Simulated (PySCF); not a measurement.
NMR data sheet: C4H9Cl3OSi2

```yaml
Formula: C4H9Cl3OSi2
SMILES: CO[SiH2]/C=C(/[SiH2]Cl)C(Cl)Cl
InChI: InChI=1S/C4H9Cl3OSi2/c1-8-9-2-3(10-7)4(5)6/h2,4H,9-10H2,1H3/b3-2+
Point_group_of_the_computed_structure: C1
Degrees_of_unsaturation: 1
Carbon_signals: 4
Proton_signals: 5
```

Atom-mapped SMILES (the numbers label the heavy atoms): `[CH3:1][O:2][SiH2:3]/[CH:4]=[C:5](/[SiH2:6][Cl:7])[CH:8]([Cl:9])[Cl:10]`. Hydrogens are named by the atom that carries them.

PySCF calculation with NMR shieldings at PBE0/pcSseg-1/GIAO and coordinates at the GFN2-xTB level; averaged over atoms made equivalent by symmetry, fast rotation or ring inversion, isolated molecule, relativity neglected, one conformer.

Chemical shifts δ = σref − σ; TMS for 1H and 13C and 29Si; H2O for 17O, all at this level.

| carbon | δC, type | δH (multiplicity) | HMBC from (2–3 bonds) | span of the C tensor (ppm) |
| --- | --- | --- | --- | --- |
| C1 | 54.4, CH3 | 3.81 (s) | H(Si3) | 77 |
| C4 | 147.1, CH | 6.70 (t) | H(C8), H(Si6), H(Si3) | 247 |
| C5 | 170.4, C | – | H(C8), H(C4), H(Si6), H(Si3) | 241 |
| C8 | 87.4, CH | 6.94 (s) | H(C4), H(Si6) | 47 |

Other nuclei:
```tsv
atoms	nucleus	environment	δ (ppm)	σ (ppm)
H(Si6)	1H	hydrogen on a silicon bonded to C, Cl	5.62	26.10
H(Si3)	1H	hydrogen on a silicon bonded to C, O	5.11	26.61
Si6	29Si	silicon bonded to C, Cl, 2 H	-32.5	381.7
Si3	29Si	silicon bonded to C, O, 2 H	-36.1	385.2
O2	17O	oxygen bonded to C, Si	10.0	326.0
```

- Carbon types of the structure: 1 × C, 2 × CH, 1 × CH3, leaving 4 H on heteroatoms.
- δC 170.4: fully substituted alkene carbon.
- δC 147.1: alkene CH; as expected for a trigonal carbon in a double bond.
- δC 87.4: allylic sp3 CH bonded to 2 Cl; 2 electronegative neighbours deshield it.
- δC 54.4: methyl carbon bonded to O; deshielded by the electronegative neighbour.
- δH 6.94: hydrogen on an allylic sp3 CH bonded to 2 Cl; its carbon carries Cl, an electronegative neighbour.

Carbons that carry Cl, above all several Cl atoms, come out too deshielded, partly because spin–orbit coupling is missing. Shifts are as computed. Against solution values, carbons near 30 ppm lie about +3 ppm off and those near 130 ppm about +5 ppm; carbons on Cl a further +6 ppm. Of 1211 compounds with measured shifts, 218 miss one by over three times the rms of a fit or turn the order of signals round; such compounds aren't used in these exercises. Experimental scales use liquid or dissolved standards, which lie at an offset from isolated H2O (liquid H2O: subtract about 36 ppm). No couplings were computed; multiplicities are counted from neighbouring protons, with m where these are inequivalent, close in shift, in a saturated or five-membered ring or joined by F or P, and br s for small geminal =CH2 splittings.
